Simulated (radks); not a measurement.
Values are calculated unless marked as measured or tabulated.
Species: I48+. Configuration: [He] 2s2 2p1.

Code: a radial shooting solver on a logarithmic mesh with Libxc functionals. Model: Dirac Kohn-Sham, PBE, spin-unpolarised, spherical densities, point nucleus; open shells are shared between the two j in proportion to 2j + 1.

Energy parts (hartree):
| part | energy |
|---|---|
| total | -3890.32319 |
| kinetic | 4216.81216 |
| electron-nucleus | -8234.79606 |
| Hartree | 179.95909 |
| exchange-correlation | -52.29837 |

Orbitals (lengths in bohr, moments of r in powers of bohr):
orbital	occ.	eigenvalue (hartree)	<r^2>	small-component weight
1s1/2	2	-1378.446	0.0009956	3.83e-02
2s1/2	2	-327.3868	0.01447	9.09e-03
2p1/2	0.333333	-321.6088	0.01042	9.02e-03
2p3/2	0.666667	-308.9900	0.01147	8.64e-03

The highest occupied level is 2p3/2 at -8408.0 eV. For comparison, the ionisation energy in NIST's Atomic Spectra Database is 8867 eV (theoretical). In exact Kohn-Sham theory the highest level is minus the ionisation energy, but local and semilocal functionals leave it too shallow, through self-interaction and a potential that decays too fast; potentials with the right tail come closer. Summed over all electrons, <r^2> = 0.04205 bohr^2, which gives a Langevin (diamagnetic) susceptibility term of -0.0333 x 10^-6 cm^3/mol. The density falls to 0.001 e/bohr^3 at r = 0.40 bohr.

Beside tabulated values, note that spin-unpolarised runs miss the spin-polarisation part of the exchange energy of open shells.
